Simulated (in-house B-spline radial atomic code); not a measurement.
Radial electron density of Cr II (Cr+), [Ar] 3d5. Method: non-relativistic Hartree-Fock with fractional occupations, spin-polarised, spherical fractional occupations, point nucleus. Calculated with a B-spline radial code for spherical atoms.

Columns: r (bohr), 4πr²n(r) (electrons per bohr), bar.

```
  0.0025   0.6486 #
 0.00301   0.9175 #
 0.00361    1.282 ##
 0.00434     1.79 ###
 0.00522    2.482 ###
 0.00627    3.405 #####
 0.00753    4.624 ######
 0.00904      6.2 #########
  0.0109    8.246 ############
  0.0131    10.72 ###############
  0.0157    13.61 ###################
  0.0188    16.83 ########################
  0.0226    20.32 #############################
  0.0272    23.69 #################################
  0.0327    26.47 #####################################
  0.0392    28.19 ########################################
  0.0471    28.53 ########################################
  0.0566    27.37 ######################################
   0.068    25.16 ###################################
  0.0817    22.87 ################################
  0.0981    21.77 ###############################
   0.118     22.8 ################################
   0.142     25.9 ####################################
    0.17    29.46 #########################################
   0.204    31.33 ############################################
   0.246    29.46 #########################################
   0.295    23.93 ##################################
   0.354    16.95 ########################
   0.426    11.69 ################
   0.511    10.24 ##############
   0.614    11.68 ################
   0.738    13.35 ###################
   0.887    13.07 ##################
    1.07    10.53 ###############
    1.28    7.223 ##########
    1.54    4.215 ######
    1.85    2.208 ###
    2.22    1.077 ##
    2.66   0.4948 #
     3.2   0.2014 
    3.85  0.06886 
    4.62  0.01871
```

On this grid the curve has 3 maxima, near 0.0471, 0.204, 0.738 bohr.

The 3p up radial function P(r) = rR(r), positive near the nucleus:

```csv
r (bohr),P
0.00301,0.001284
0.00434,0.002627
0.00627,0.005357
0.00904,0.01077
0.0131,0.02156
0.0188,0.04149
0.0272,0.07862
0.0392,0.1417
0.0566,0.2409
0.0817,0.3736
0.118,0.5058
0.17,0.5474
0.246,0.367
0.354,-0.09798
0.511,-0.7052
0.738,-1.074
1.07,-0.9501
1.54,-0.5323
2.22,-0.1803
3.2,-0.03305
4.62,-0.002884
```
